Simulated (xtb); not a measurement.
H7Ge3 (SMILES [GeH2][GeH2][GeH3]), doublet, from a rough starting geometry; GFN2-xTB run with xtb.

Here is a job for xtb.
```
$ xtb mol.xyz --gfn 2 --uhf 1 --opt vtight --json

# file mol.xyz
10

Ge     2.34589109     0.55180110     0.45356569
Ge     0.30614639    -0.65387074    -0.26071582
Ge    -1.85094433     0.25557006     0.44622614
H      3.42559602    -0.10580231    -0.40815669
H      2.27947091     1.87860769    -0.41526009
H      0.26851601    -0.86233626    -1.70607461
H      0.38810869    -2.14234549     0.19466862
H     -2.92993752    -0.85303001     0.36711913
H     -2.32086969     1.29709354    -0.38244934
H     -1.84412643     0.67942821     1.84106252
```

What the program printed (banner, timings and long lists left out):

```
   ID    Z sym.   atoms
    1   32 Ge     1-3
    2    1 H      4-10

           -------------------------------------------------
          |                Calculation Setup                |
           -------------------------------------------------

           -------------------------------------------------
          |                 G F N 2 - x T B                 |
           -------------------------------------------------

          ...................................................
          :                      SETUP                      :
          :.................................................:
          :  # basis functions                  37          :
          :  # atomic orbitals                  34          :
          :  # shells                           16          :
          :  # electrons                        19          :
          :  max. iterations                   250          :
          :  Hamiltonian                  GFN2-xTB          :
          :  restarted?                      false          :
          :  GBSA solvation                  false          :
          :  PC potential                    false          :
          :  electronic temp.          300.0000000     K    :
          :  accuracy                    1.0000000          :
          :  -> integral cutoff          0.2500000E+02      :
          :  -> integral neglect         0.1000000E-07      :
          :  -> SCF convergence          0.1000000E-05 Eh   :
          :  -> wf. convergence          0.1000000E-03 e    :
          :  Broyden damping             0.4000000          :
          :  net charge                          0          :
          :  unpaired electrons                  1          :
          ...................................................

 iter      E             dE          RMSdq      gap      omega  full diag
   1     -9.3386062 -0.933861E+01  0.815E+00    4.62       0.0  T
   2     -9.3262111  0.123951E-01  0.594E+00    4.29       1.0  T
   3     -9.2996252  0.265859E-01  0.549E+00    4.48       1.0  T
   4     -9.3416751 -0.420499E-01  0.242E+00    4.46       1.0  T
   5     -9.3542621 -0.125870E-01  0.396E-01    4.41       1.0  T
   6     -9.3542990 -0.368575E-04  0.298E-01    4.41       1.0  T
   7     -9.3543608 -0.618303E-04  0.109E-01    4.42       1.0  T
   8     -9.3543779 -0.171402E-04  0.369E-02    4.41       1.0  T
   9     -9.3543790 -0.105905E-05  0.142E-02    4.41       2.2  T
  10     -9.3543792 -0.207716E-06  0.531E-03    4.41       6.0  T
  11     -9.3543792 -0.231393E-07  0.190E-03    4.41      16.6  T
  12     -9.3543792 -0.419490E-08  0.648E-04    4.41      48.8  T
  13     -9.3543792 -0.533857E-09  0.272E-05    4.41    1161.3  T

   *** convergence criteria satisfied after 13 iterations ***

         :::::::::::::::::::::::::::::::::::::::::::::::::::::
         ::                     SUMMARY                     ::
         :::::::::::::::::::::::::::::::::::::::::::::::::::::
         :: total energy              -9.303061192709 Eh    ::
         :: gradient norm              0.070219739400 Eh/a0 ::
         :: HOMO-LUMO gap              4.413025752811 eV    ::
         ::.................................................::
         :: SCC energy                -9.354371909638 Eh    ::
         :: -> isotropic ES           -0.008471682574 Eh    ::
         :: -> anisotropic ES          0.001475253893 Eh    ::
         :: -> anisotropic XC          0.002178398902 Eh    ::
         :: -> dispersion             -0.006399007060 Eh    ::
         :: repulsion energy           0.051310716929 Eh    ::
         :: add. restraining           0.000000000000 Eh    ::
         :: total charge              -0.000000000000 e     ::
         :::::::::::::::::::::::::::::::::::::::::::::::::::::

      -----------------------------------------------------------
     |                   =====================                   |
[...]
 * total energy  :    -9.3121532 Eh     change       -0.2322813E-05 Eh
 * total energy  :    -9.3121550 Eh     change       -0.1789172E-05 Eh
 * total energy  :    -9.3121561 Eh     change       -0.1120510E-05 Eh
 * total energy  :    -9.3121571 Eh     change       -0.9789212E-06 Eh
 * total energy  :    -9.3121579 Eh     change       -0.8436325E-06 Eh
 * total energy  :    -9.3121593 Eh     change       -0.1323904E-05 Eh
 * total energy  :    -9.3121604 Eh     change       -0.1181477E-05 Eh
 * total energy  :    -9.3121620 Eh     change       -0.1573535E-05 Eh
 * total energy  :    -9.3121640 Eh     change       -0.1965417E-05 Eh
 * total energy  :    -9.3121650 Eh     change       -0.1057596E-05 Eh
 * total energy  :    -9.3121656 Eh     change       -0.5638718E-06 Eh
 * total energy  :    -9.3121657 Eh     change       -0.7196133E-07 Eh
   *** GEOMETRY OPTIMIZATION CONVERGED AFTER 82 ITERATIONS ***
         :: total energy              -9.312165673634 Eh    ::
[...]
         9        2.0000           -0.4019938             -10.9388
        10        1.0000           -0.3481181              -9.4728 (HOMO)
        11                         -0.1867241              -5.0810 (LUMO)
        12                         -0.1761340              -4.7928
        13                         -0.1554874              -4.2310
        14                         -0.1444940              -3.9319
        15                         -0.1068946              -2.9088
        16                         -0.0880446              -2.3958
        17                         -0.0878327              -2.3901
        18                         -0.0604578              -1.6451
        19                         -0.0104061              -0.2832
        20                         -0.0016657              -0.0453
        21                          0.0325276               0.8851
       ...                                ...                  ...
        34                          1.6474527              44.8295
      -------------------------------------------------------------
                  HL-Gap            0.1613940 Eh            4.3918 eV
             Fermi-level           -0.3212385 Eh           -8.7413 eV

     #   Z          covCN         q      C6AA      α(0)
     1  32 Ge       2.764     0.143   217.886    28.765
     2  32 Ge       3.741     0.117   169.414    23.365
     3  32 Ge       3.757     0.093   169.879    23.395
     4   1 H        0.915    -0.079     4.877     3.454
     5   1 H        0.915    -0.079     4.878     3.455
     6   1 H        0.930    -0.061     4.370     3.269
     7   1 H        0.930    -0.061     4.371     3.269
     8   1 H        0.936    -0.019     3.404     2.885
     9   1 H        0.937    -0.028     3.580     2.958
    10   1 H        0.937    -0.027     3.578     2.957

 Mol. C6AA /au·bohr⁶  :       3013.596432
 Mol. C8AA /au·bohr⁸  :     193974.060925
 Mol. α(0) /au        :         97.772683

Wiberg/Mayer (AO) data.
largest (>0.10) Wiberg bond orders for each atom

 ---------------------------------------------------------------------------
     #   Z sym  total        # sym  WBO       # sym  WBO       # sym  WBO
 ---------------------------------------------------------------------------
     1  32 Ge   2.619 --     5 H    0.865     4 H    0.865     2 Ge   0.687
     2  32 Ge   3.335 --     7 H    0.832     6 H    0.831     1 Ge   0.687
                             3 Ge   0.650
     3  32 Ge   3.422 --     9 H    0.851    10 H    0.851     8 H    0.841
                             2 Ge   0.650
     4   1 H    0.990 --     1 Ge   0.865
     5   1 H    0.990 --     1 Ge   0.865
     6   1 H    0.996 --     2 Ge   0.831
     7   1 H    0.996 --     2 Ge   0.832
     8   1 H    0.973 --     3 Ge   0.841
     9   1 H    0.999 --     3 Ge   0.851
    10   1 H    0.999 --     3 Ge   0.851
 ---------------------------------------------------------------------------

Topologies differ in total number of bonds
Writing topology from bond orders to xtbtopo.mol

molecular dipole:
                 x           y           z       tot (Debye)
 q only:        0.012      -0.130       0.025
   full:       -0.135      -0.281       0.070       0.812
molecular quadrupole (traceless):
                xx          xy          yy          xz          yz          zz
 q only:        1.903      -1.840      -1.398       0.126       0.375      -0.505
  q+dip:       -1.573      -1.581      -0.562       0.725       0.713       2.135
   full:        0.417      -1.893      -1.545       0.470       0.740       1.128

optimized geometry written to: xtbopt.xyz

           -------------------------------------------------
          | TOTAL ENERGY               -9.312165673634 Eh   |
          | GRADIENT NORM               0.000143155324 Eh/α |
          | HOMO-LUMO GAP               4.391752986696 eV   |
           -------------------------------------------------
```
